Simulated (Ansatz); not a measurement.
Consider the redistribution: `[OH][GeH]([OH])[O][SiH3]` + `[F][Hf]([Cl])([Cl])[Cl]` → `[OH][GeH]([OH])[F]` + `[SiH3][O][Hf]([Cl])([Cl])[Cl]`.

Computed with Ansatz on PBE0-D4/def2-TZVP structures; ΔE is electronic, products minus reactants. CCSD(T)/CBS is the MP2 limit (def2-TZVPP, def2-QZVPP) plus CCSD(T) − MP2 in def2-TZVPP, frozen cores. DFT in def2-TZVPP. def2 core potentials past Kr. For Ge, Hf outer-core shells are correlated without core-valence functions, which leaves a few kJ/mol of doubt a bond. Scalar relativity is left out up to krypton. One conformer a species, not always the lowest.

Q: Is it downhill or uphill in electronic energy at CCSD(T)/CBS, and by how much? (Estimate.)

A: Computed: Downhill: ΔE = -1.9 kcal/mol.

Q: What do these levels give: PBE-D4, r2SCAN-D4, PBE0-D4, MP2/def2-TZVPP, HF/def2-QZVPP, MP2/CBS(def2)? (Estimate.)

A: Computed: PBE-D4 -0.8, r2SCAN-D4 -1.0, PBE0-D4 -1.3, MP2/def2-TZVPP -3.3, HF/def2-QZVPP -3.1, MP2/CBS(def2) -2.5 kcal/mol.

Largest T1 diagnostic among the species: 0.014.
